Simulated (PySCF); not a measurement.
# SbC⁻: script and output

File input.py (PySCF 2.14):

```python
from pyscf import gto, scf

mol = gto.M(
    atom='Sb 0 0 0; C 0 0 2.175',
    basis='lanl2dz',
    ecp={'Sb': 'lanl2dz'},
    charge=-1,
    spin=0,
    symmetry=True,
    verbose=3,
)
mf = scf.RHF(mol)
mf.kernel()
mf.dip_moment()
print('orbital energies (hartree):', mf.mo_energy[..., max(0, mol.nelec[1]-3):mol.nelec[0]+3].round(4))
```

```bash
$ python input.py
```

The log:

```
converged SCF energy = -42.9433959316673

WARN: System has nonzero charge -1; the dipole moment is origin-dependent.
Location of origin: [0. 0. 0.]

Dipole moment(X, Y, Z, Debye):  0.00000,  0.00000, -5.29352
orbital energies (hartree): [-0.132  -0.0672 -0.0672  0.2424  0.2424  0.3225]
```

In short: E(SCF) = -42.943396 Eh.

Wall time 0.58 s on one thread of a shared host.

The basis has no diffuse functions, which an anion needs. Stability towards an unrestricted solution was not tested. The bond length is a typed value, not an optimised one. The dipole of an ion depends on the origin.
